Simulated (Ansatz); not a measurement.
Pd₂Se₃ (the lowest singlet isomer of a short search), 5 atoms. Hardware: 4 threads of Arm Neoverse N1 on a shared host.

In the def2 sets Pd takes a core potential; there is no spin–orbit coupling. Correlated methods freeze 27 core orbitals; core or outer-core shells of Pd, Se are correlated, in sets that lack core-valence functions.

Problem. How many basis functions does each of these Ansatz runs have, and roughly what does it cost? r2SCAN-D4/def2-TZVP, charge 0 singlet, energy, from earlier orbitals; r2SCANh-D4/def2-TZVP, charge 0 singlet, energy, from earlier orbitals; PBE-D4/def2-SVP, charge 0 singlet, energy, from earlier orbitals; LDA (SPW92)/def2-TZVP, charge 0 singlet, energy, from earlier orbitals; CCSD(T)/def2-SVP, charge 0 singlet, energy, from earlier orbitals; MP2/def2-TZVP, charge 0 singlet, energy, from earlier orbitals; PBE-D4/def2-TZVP, charge 0 singlet, energy and forces, from earlier orbitals; PBE0-D4/def2-TZVP, charge 0 singlet, energy, from earlier orbitals; LC-ωPBE/def2-TZVP, charge 0 singlet, energy, from earlier orbitals; HF/STO-3G, charge 0 singlet, energy; PBE0-D4/def2-SVP, charge 0 singlet, energy, from earlier orbitals; PBE-D4/def2-SVP, charge 0 singlet, relaxation, 5 steps.

Solution. Other jobs shared the machine, so times can vary by a factor of up to 3. A dash marks memory too small to be measured apart from the calling script's.

| run | functions | fitting or Cholesky vectors | wall time | peak host memory (GiB) |
| --- | --- | --- | --- | --- |
| LDA (SPW92)/def2-TZVP, charge 0 singlet, energy, from earlier orbitals | 224 | 1879 | 4.9 s | – |
| PBE-D4/def2-SVP, charge 0 singlet, energy, from earlier orbitals | 158 | 1606 | 5.5 s | – |
| HF/STO-3G, charge 0 singlet, energy | 108 | 1222 | 9.5 s | – |
| PBE-D4/def2-TZVP, charge 0 singlet, energy and forces, from earlier orbitals | 224 | 1879 | 10 s | – |
| PBE0-D4/def2-SVP, charge 0 singlet, energy, from earlier orbitals | 158 | 1585 | 12 s | 0.55 |
| r2SCAN-D4/def2-TZVP, charge 0 singlet, energy, from earlier orbitals | 224 | 1879 | 19 s | – |
| PBE0-D4/def2-TZVP, charge 0 singlet, energy, from earlier orbitals | 224 | 2046 | 22 s | 0.99 |
| PBE-D4/def2-SVP, charge 0 singlet, relaxation, 5 steps | 158 | 1606 | 23 s | – |
| r2SCANh-D4/def2-TZVP, charge 0 singlet, energy, from earlier orbitals | 224 | 1888 | 32 s | 1.1 |
| LC-ωPBE/def2-TZVP, charge 0 singlet, energy, from earlier orbitals | 224 | 1879 | 34 s | 1.1 |
| MP2/def2-TZVP, charge 0 singlet, energy, from earlier orbitals | 224 | 1753 | 63 s | 1.2 |
| CCSD(T)/def2-SVP, charge 0 singlet, energy, from earlier orbitals | 158 | 1585 | 8.9 min | 1.9 |
